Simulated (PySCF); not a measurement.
**Two-component Hartree-Fock for Re³⁴⁺ (rhenium, charge +34)**

Start: [Kr] 4d5; 4d3/2 filled at m_j = -3/2, -1/2, +1/2, +3/2; 4d5/2 filled at m_j = +5/2. Calculated with PySCF 2.14 in an uncontracted even-tempered set (17 s from 3.5 bohr⁻², ratio 2.8; 14 p from 4.6 bohr⁻², ratio 2.8; 9 d from 4.6 bohr⁻², ratio 2.8; 3 f from 19 bohr⁻², ratio 3): generalised Hartree-Fock with the X2C-1e Hamiltonian and a Gaussian nucleus; one run each with spin-orbit coupling (SO) switched off, then screened by Boettger's factors.

```tsv
spinor shell	electrons	ε, spin-free (eV)	ε, screened SO (eV)	weight of nominal j (screened SO)	rms radius, screened SO (bohr)
1s1/2	2	-73440.7	-73416.4	1.000	0.0204
2s1/2	2	-14017.7	-14009.3	1.000	0.0825
2p1/2	2	-12413.5	-13445.1	1.000	0.0700
2p3/2	4	-12413.5	-11995.9	1.000	0.0775
3s1/2	2	-4343.0	-4339.8	1.000	0.209
3p1/2	2	-3860.3	-4090.5	1.000	0.200
3p3/2	4	-3860.3	-3764.4	1.000	0.215
3d3/2	4	-3312.5	-3355.9	0.999	0.189
3d5/2	6	-3312.5	-3280.2	1.000	0.193
4s1/2	2	-1854.4	-1853.1	1.000	0.435
4p1/2	2	-1670.8	-1748.6	0.998	0.438
4d3/2	4	-1471.8	-1476.7	0.979	0.454
4d5/2	1	-1471.8	-1456.5	1.000	0.461
```

(1) Where does 4p3/2 lie, and what is the 4p spin-orbit splitting (screened SO)?

| quantity | spin-free | screened SO |
| --- | --- | --- |
| E (hartree) | -16036.12932 | -16057.85951 |
| M_J | 5/2 | 5/2 |
| ⟨J²⟩ | 8.750 | 8.753 |
| ⟨L²⟩ | 0.000 | 5.187 |
| ⟨S²⟩ | 8.750 | 3.347 |

Each row is a mean over spinors that exchange with the open shell spreads, by up to 19.263 eV (4p3/2).

Breit and QED terms are absent; they matter most for the inner s and p1/2 levels.

Densities and radii are taken from the X2C orbitals without a picture-change correction, which distorts them close to the nucleus.

Without spin-orbit coupling the j labels of p, d and f shells carry no meaning; the spin-free column gives the mean over the occupied spinors of each nl shell.

Results:

(1) At -1637.2 eV, 111.41 eV above 4p1/2.
